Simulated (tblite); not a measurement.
Record of a relaxation.

Species: C2H12N2OSi3.
Numbering: `[CH3:1][N:2]1[CH2:3][Si@:4]([NH2:5])([O:6][SiH3:7])[SiH2:8]1` (hydrogens: H9, H10, H11 on C1; H12, H13 on C3; H14, H15 on N5; H16, H17, H18 on Si7; H19, H20 on Si8)

Computed with GFN2-xTB (tblite), gas phase: L-BFGS steps from a force-field or distance-geometry start until the largest atomic force falls under 0.01 eV/Å. 10 of its 107 geometries are shown.

Step 0: E = -695.5448 eV, largest atomic force 3.128 eV/Å
```
atom  x, y, z in Å  |  force x, y, z in eV/Å
C1      2.536    0.700   -0.204    0.780   0.172   0.447
N2      1.640   -0.428   -0.299    1.198   0.856   1.268
C3      0.451   -0.086   -1.039   -0.459  -0.252  -1.596
Si4    -0.764   -0.713    0.200   -2.352  -1.264   1.629
N5     -1.572   -2.167   -0.390   -0.090   0.496   0.118
O6     -1.711    0.410    1.041   -0.341   0.492  -2.392
Si7    -2.394    1.632    0.083   -0.325  -0.202   1.148
Si8     1.152   -1.009    1.313   -0.655   0.056   0.089
H9      1.978    1.667   -0.122    0.447  -0.558  -0.049
H10     3.142    0.575    0.718   -0.103   0.275  -0.649
H11     3.218    0.746   -1.057   -0.060   0.135  -0.093
H12     0.331    0.997   -1.245    0.382  -0.601  -0.182
H13     0.459   -0.688   -1.973   -0.001   0.744   0.104
H14    -0.965   -2.988   -0.555   -0.989   0.761   0.345
H15    -2.507   -2.347   -0.007    0.926  -0.294  -0.343
H16    -1.395    2.435   -0.609    0.199  -0.047  -0.034
H17    -3.081    2.557    1.021    0.234  -0.495  -0.110
H18    -3.339    1.121   -0.924    0.208  -0.120   0.249
H19     1.489   -2.381    1.661    0.544   0.004  -0.059
H20     1.326   -0.024    2.385    0.455  -0.157   0.111
```

Step 12: E = -696.6726 eV, largest atomic force 0.601 eV/Å
```
atom  x, y, z in Å  |  force x, y, z in eV/Å
C1      2.637    0.750   -0.197   -0.067  -0.266  -0.095
N2      1.642   -0.283   -0.082   -0.441   0.196   0.194
C3      0.478   -0.152   -0.978   -0.053  -0.113   0.097
Si4    -0.885   -0.830    0.217    0.581   0.066   0.141
N5     -1.771   -2.153   -0.442    0.092  -0.054  -0.060
O6     -1.900    0.361    0.663   -0.009  -0.094   0.076
Si7    -2.508    1.717    0.015    0.041   0.023  -0.223
Si8     1.077   -0.952    1.427    0.425  -0.055   0.263
H9      2.181    1.746   -0.144    0.046   0.054  -0.053
H10     3.348    0.653    0.616    0.088  -0.032   0.085
H11     3.174    0.654   -1.139    0.080   0.077  -0.180
H12     0.297    0.908   -1.216    0.109  -0.310  -0.162
H13     0.647   -0.721   -1.906    0.018   0.323   0.129
H14    -1.168   -2.941   -0.607   -0.085  -0.208  -0.172
H15    -2.622   -2.471   -0.010   -0.074   0.107   0.070
H16    -1.407    2.492   -0.596   -0.268  -0.074   0.063
H17    -3.075    2.430    1.150   -0.048  -0.022   0.048
H18    -3.467    1.205   -0.966   -0.026   0.274  -0.011
H19     1.759   -2.277    1.615   -0.203   0.285  -0.037
H20     1.558   -0.128    2.575   -0.205  -0.178  -0.174
```

Step 24: E = -696.8344 eV, largest atomic force 0.206 eV/Å
```
atom  x, y, z in Å  |  force x, y, z in eV/Å
C1      2.682    0.759   -0.224    0.058   0.029  -0.033
N2      1.593   -0.133    0.037    0.077   0.094  -0.007
C3      0.499   -0.151   -0.931    0.060   0.015   0.060
Si4    -0.827   -0.878    0.243   -0.101  -0.097   0.003
N5     -1.756   -2.173   -0.432   -0.019   0.006  -0.008
O6     -1.940    0.286    0.551    0.038  -0.055   0.031
Si7    -2.552    1.686    0.008   -0.011  -0.054   0.088
Si8     1.127   -0.926    1.500   -0.143   0.057  -0.137
H9      2.342    1.810   -0.215    0.074  -0.129  -0.026
H10     3.444    0.636    0.546   -0.046   0.012  -0.069
H11     3.134    0.562   -1.204   -0.014  -0.021   0.057
H12     0.259    0.865   -1.264    0.047  -0.022  -0.035
H13     0.771   -0.732   -1.818    0.029   0.025   0.012
H14    -1.305   -3.022   -0.731    0.032   0.078   0.046
H15    -2.638   -2.386    0.008    0.017   0.022  -0.019
H16    -1.506    2.507   -0.595    0.077   0.069   0.010
H17    -3.102    2.312    1.205   -0.005  -0.024   0.041
H18    -3.561    1.390   -1.001   -0.099  -0.047  -0.044
H19     1.802   -2.241    1.622   -0.020   0.040   0.039
H20     1.529   -0.161    2.692   -0.051   0.003  -0.008
```

Step 35: E = -696.8741 eV, largest atomic force 0.164 eV/Å
```
atom  x, y, z in Å  |  force x, y, z in eV/Å
C1      2.734    0.738   -0.257    0.044   0.001  -0.018
N2      1.576   -0.040    0.070    0.030  -0.010  -0.066
C3      0.532   -0.121   -0.950    0.008  -0.003   0.016
Si4    -0.825   -0.868    0.188    0.019  -0.071   0.074
N5     -1.764   -2.154   -0.490    0.043  -0.034   0.009
O6     -1.950    0.256    0.562    0.018  -0.023  -0.053
Si7    -2.584    1.657    0.057   -0.031   0.011   0.001
Si8     1.078   -0.876    1.497   -0.105   0.108  -0.066
H9      2.488    1.807   -0.322   -0.022  -0.017   0.010
H10     3.501    0.610    0.503   -0.021  -0.029   0.063
H11     3.158    0.445   -1.225   -0.027  -0.093   0.004
H12     0.297    0.873   -1.345    0.008  -0.007   0.013
H13     0.865   -0.735   -1.795   -0.011   0.011   0.008
H14    -1.296   -3.018   -0.709    0.021  -0.011  -0.040
H15    -2.638   -2.354   -0.029    0.003   0.040  -0.040
H16    -1.532    2.505   -0.506   -0.035   0.020   0.000
H17    -3.128    2.208    1.289   -0.059   0.061   0.081
H18    -3.613    1.373   -0.945    0.030   0.007   0.013
H19     1.737   -2.188    1.687    0.063   0.014   0.011
H20     1.361   -0.106    2.717    0.026   0.024  -0.019
```

Step 47: E = -696.9160 eV, largest atomic force 0.287 eV/Å
```
atom  x, y, z in Å  |  force x, y, z in eV/Å
C1      2.800    0.629   -0.289    0.078   0.010   0.016
N2      1.560    0.009    0.068    0.051  -0.044   0.011
C3      0.552   -0.103   -0.978   -0.044   0.002  -0.004
Si4    -0.821   -0.857    0.136    0.008  -0.015   0.030
N5     -1.691   -2.172   -0.563   -0.048   0.041  -0.044
O6     -1.987    0.222    0.505   -0.012   0.010   0.021
Si7    -2.664    1.653    0.174   -0.026   0.032  -0.058
Si8     1.009   -0.751    1.519    0.285   0.023  -0.020
H9      2.673    1.698   -0.493   -0.056   0.068   0.024
H10     3.515    0.514    0.521   -0.006   0.007   0.079
H11     3.234    0.182   -1.190   -0.035  -0.122  -0.041
H12     0.323    0.879   -1.405   -0.008   0.015  -0.015
H13     0.918   -0.736   -1.795   -0.037   0.010  -0.018
H14    -1.240   -3.052   -0.750    0.007   0.042   0.027
H15    -2.628   -2.308   -0.220   -0.003  -0.077  -0.025
H16    -1.665    2.591   -0.340    0.012  -0.005   0.014
H17    -3.224    2.121    1.439    0.015  -0.061   0.039
H18    -3.684    1.380   -0.833   -0.088   0.049  -0.050
H19     1.781   -1.988    1.789   -0.057   0.003   0.055
H20     1.232    0.100    2.702   -0.035   0.013  -0.040
```

Step 59: E = -696.9462 eV, largest atomic force 0.094 eV/Å
```
atom  x, y, z in Å  |  force x, y, z in eV/Å
C1      2.869    0.520   -0.320    0.015  -0.011  -0.001
N2      1.585    0.000    0.037    0.014  -0.010  -0.004
C3      0.561   -0.090   -0.999    0.066   0.020   0.005
Si4    -0.812   -0.830    0.118   -0.030   0.018   0.087
N5     -1.635   -2.147   -0.636    0.023   0.011  -0.037
O6     -2.014    0.220    0.456   -0.058  -0.009  -0.021
Si7    -2.754    1.641    0.250   -0.005   0.032   0.046
Si8     1.012   -0.656    1.523   -0.073  -0.010  -0.008
H9      2.811    1.567   -0.643   -0.051   0.001  -0.014
H10     3.525    0.464    0.546    0.026   0.004  -0.005
H11     3.315   -0.059   -1.136    0.029  -0.013  -0.033
H12     0.343    0.895   -1.424    0.027   0.021   0.000
H13     0.899   -0.730   -1.821    0.016   0.012  -0.026
H14    -1.147   -3.015   -0.766   -0.006  -0.049  -0.025
H15    -2.600   -2.307   -0.400    0.007  -0.015   0.051
H16    -1.785    2.642   -0.189    0.024   0.033  -0.019
H17    -3.286    1.968    1.573   -0.008  -0.037  -0.029
H18    -3.799    1.453   -0.756   -0.013  -0.005   0.010
H19     1.792   -1.836    1.952   -0.022  -0.008   0.007
H20     1.115    0.310    2.632    0.019   0.014   0.017
```

Step 71: E = -696.9590 eV, largest atomic force 0.054 eV/Å
```
atom  x, y, z in Å  |  force x, y, z in eV/Å
C1      2.903    0.447   -0.343   -0.009   0.013   0.006
N2      1.620   -0.068    0.025    0.017   0.003  -0.039
C3      0.588   -0.079   -1.005   -0.020  -0.008  -0.002
Si4    -0.817   -0.795    0.098    0.009   0.032  -0.007
N5     -1.594   -2.135   -0.667    0.010   0.001   0.011
O6     -2.069    0.210    0.377    0.010   0.006  -0.004
Si7    -2.804    1.645    0.291   -0.035   0.016  -0.038
Si8     0.980   -0.599    1.534   -0.009   0.001  -0.002
H9      2.818    1.469   -0.732    0.011   0.029  -0.012
H10     3.551    0.463    0.529    0.032  -0.026   0.019
H11     3.372   -0.169   -1.122   -0.014  -0.006   0.015
H12     0.417    0.933   -1.392   -0.016  -0.024  -0.005
H13     0.893   -0.701   -1.854    0.012   0.020   0.016
H14    -1.079   -2.988   -0.803    0.004  -0.029  -0.018
H15    -2.547   -2.329   -0.406    0.007  -0.029   0.023
H16    -1.844    2.673   -0.109    0.000   0.012   0.025
H17    -3.329    1.869    1.636    0.007   0.012   0.013
H18    -3.868    1.512   -0.705   -0.004   0.004   0.004
H19     1.719   -1.769    2.048   -0.003  -0.023   0.006
H20     1.084    0.421    2.599   -0.008  -0.003  -0.011
```

Step 82: E = -696.9631 eV, largest atomic force 0.054 eV/Å
```
atom  x, y, z in Å  |  force x, y, z in eV/Å
C1      2.917    0.426   -0.349    0.012   0.016   0.019
N2      1.625   -0.066    0.020   -0.026  -0.013   0.007
C3      0.596   -0.074   -1.015   -0.005  -0.006   0.005
Si4    -0.818   -0.781    0.083    0.002   0.001  -0.054
N5     -1.576   -2.145   -0.659   -0.006   0.005  -0.003
O6     -2.079    0.225    0.323    0.004  -0.020   0.009
Si7    -2.830    1.654    0.301    0.005   0.021   0.013
Si8     0.967   -0.583    1.528    0.005   0.008  -0.023
H9      2.852    1.446   -0.748    0.000   0.012  -0.014
H10     3.566    0.441    0.524    0.004  -0.027   0.024
H11     3.381   -0.206   -1.118   -0.023  -0.001   0.002
H12     0.422    0.939   -1.399    0.011  -0.018  -0.005
H13     0.911   -0.691   -1.864   -0.020   0.001   0.007
H14    -1.044   -2.982   -0.832    0.014   0.023   0.011
H15    -2.512   -2.374   -0.366    0.002  -0.015   0.015
H16    -1.875    2.705   -0.052   -0.011   0.008  -0.015
H17    -3.341    1.849    1.659    0.003  -0.029  -0.016
H18    -3.901    1.536   -0.688    0.005   0.017   0.005
H19     1.674   -1.759    2.073    0.013  -0.003  -0.014
H20     1.060    0.450    2.576    0.011   0.019   0.027
```

Step 94: E = -696.9669 eV, largest atomic force 0.021 eV/Å
```
atom  x, y, z in Å  |  force x, y, z in eV/Å
C1      2.922    0.405   -0.345    0.002  -0.011   0.005
N2      1.617   -0.060    0.012   -0.001  -0.001   0.003
C3      0.598   -0.071   -1.032    0.006   0.003   0.002
Si4    -0.827   -0.762    0.059   -0.003   0.014   0.005
N5     -1.563   -2.152   -0.656   -0.002  -0.002   0.014
O6     -2.089    0.246    0.273   -0.011  -0.001  -0.011
Si7    -2.849    1.672    0.311    0.005  -0.019  -0.002
Si8     0.946   -0.560    1.520   -0.004  -0.005  -0.005
H9      2.889    1.429   -0.739   -0.009   0.004   0.014
H10     3.562    0.391    0.535    0.011   0.005   0.004
H11     3.373   -0.234   -1.114   -0.002  -0.007  -0.012
H12     0.436    0.939   -1.424   -0.003  -0.009  -0.019
H13     0.914   -0.698   -1.873   -0.007   0.000   0.002
H14    -0.990   -2.957   -0.851    0.001   0.015   0.001
H15    -2.459   -2.441   -0.298    0.011   0.012  -0.008
H16    -1.913    2.748   -0.019    0.001  -0.011   0.011
H17    -3.349    1.796    1.680    0.001   0.006  -0.008
H18    -3.925    1.586   -0.675   -0.001   0.001   0.005
H19     1.646   -1.742    2.066    0.005   0.002  -0.003
H20     1.056    0.474    2.567    0.000   0.005   0.002
```

Step 106: E = -696.9678 eV, largest atomic force 0.009 eV/Å
```
atom  x, y, z in Å  |  force x, y, z in eV/Å
C1      2.931    0.386   -0.346    0.003   0.001  -0.002
N2      1.618   -0.058    0.009    0.003  -0.001   0.002
C3      0.603   -0.070   -1.039    0.000  -0.001   0.002
Si4    -0.830   -0.744    0.052    0.001   0.000  -0.008
N5     -1.548   -2.146   -0.659    0.000  -0.002  -0.001
O6     -2.110    0.245    0.241    0.005   0.002   0.001
Si7    -2.866    1.670    0.324   -0.003   0.002   0.003
Si8     0.937   -0.538    1.518   -0.003   0.004   0.008
H9      2.913    1.409   -0.745   -0.001   0.001   0.007
H10     3.569    0.366    0.534   -0.001   0.001   0.000
H11     3.373   -0.264   -1.112   -0.003   0.002  -0.008
H12     0.452    0.937   -1.447   -0.002  -0.003  -0.003
H13     0.915   -0.709   -1.871    0.001   0.000   0.002
H14    -0.962   -2.940   -0.857    0.000  -0.007   0.002
H15    -2.440   -2.447   -0.301    0.000  -0.001  -0.004
H16    -1.929    2.751    0.020    0.005   0.001   0.000
H17    -3.360    1.767    1.698   -0.003  -0.002   0.000
H18    -3.948    1.606   -0.657   -0.002   0.003   0.001
H19     1.639   -1.713    2.076   -0.002  -0.004   0.003
H20     1.039    0.504    2.560    0.003   0.005  -0.004
```

Q: Summarise the path.

A: The energy falls by 1.4230 eV from step 0 to step 106; nine tenths of that is first reached at step 22. It falls at every step. The largest force goes from 3.128 to 0.009 eV/Å. Among the bonds O6–Si7 changes most, from 1.697 to 1.615 Å; the atoms move by 0.663 Å rms after alignment.

Q: Follow the three bonds and two angles with the largest change from start to end.

A: 
| step | E above end (eV) | largest force (eV/Å) | O6–Si7 (Å) | C3–Si4 (Å) | Si4–Si8 (Å) | Si4–O6–Si7 (°) | C1–N2–Si8 (°) |
| --- | --- | --- | --- | --- | --- | --- | --- |
| 0 | 1.4230 | 3.128 | 1.697 | 1.845 | 2.236 | 115.0 | 111.4 |
| 5 | 0.6385 | 0.594 | 1.621 | 1.925 | 2.226 | 131.5 | 118.8 |
| 9 | 0.4215 | 0.459 | 1.635 | 1.917 | 2.306 | 133.7 | 121.3 |
| 14 | 0.2224 | 0.373 | 1.620 | 1.926 | 2.299 | 139.9 | 126.9 |
| 18 | 0.1613 | 0.208 | 1.625 | 1.921 | 2.322 | 142.2 | 129.3 |
| 23 | 0.1377 | 0.151 | 1.623 | 1.918 | 2.322 | 143.4 | 129.8 |
| 28 | 0.1189 | 0.133 | 1.621 | 1.917 | 2.310 | 144.9 | 132.3 |
| 32 | 0.1028 | 0.143 | 1.621 | 1.922 | 2.302 | 143.2 | 133.2 |
| 37 | 0.0891 | 0.115 | 1.619 | 1.927 | 2.302 | 143.1 | 133.4 |
| 41 | 0.0751 | 0.128 | 1.619 | 1.928 | 2.298 | 144.9 | 132.9 |
| 46 | 0.0560 | 0.187 | 1.618 | 1.923 | 2.302 | 146.9 | 132.8 |
| 51 | 0.0341 | 0.106 | 1.620 | 1.922 | 2.308 | 147.9 | 130.9 |
| 55 | 0.0268 | 0.130 | 1.616 | 1.928 | 2.306 | 150.6 | 131.0 |
| 60 | 0.0201 | 0.119 | 1.617 | 1.919 | 2.311 | 151.4 | 130.8 |
| 65 | 0.0133 | 0.111 | 1.616 | 1.927 | 2.303 | 151.7 | 131.9 |
| 69 | 0.0100 | 0.058 | 1.616 | 1.921 | 2.311 | 152.1 | 131.8 |
| 74 | 0.0076 | 0.037 | 1.615 | 1.923 | 2.308 | 152.9 | 132.3 |
| 78 | 0.0061 | 0.044 | 1.616 | 1.921 | 2.310 | 153.8 | 132.3 |
| 83 | 0.0042 | 0.051 | 1.615 | 1.925 | 2.305 | 154.7 | 132.2 |
| 88 | 0.0020 | 0.033 | 1.616 | 1.923 | 2.307 | 155.4 | 132.0 |
| 92 | 0.0011 | 0.036 | 1.616 | 1.923 | 2.306 | 155.9 | 132.0 |
| 97 | 0.0006 | 0.026 | 1.616 | 1.923 | 2.306 | 156.0 | 131.8 |
| 101 | 0.0002 | 0.019 | 1.616 | 1.922 | 2.306 | 155.7 | 131.8 |
| 106 | 0.0000 | 0.009 | 1.615 | 1.923 | 2.306 | 155.5 | 131.8 |

What follows is the cost of the whole relaxation. Time: 0.93 s. Hardware: an Arm Neoverse V2 with one thread, shared host.
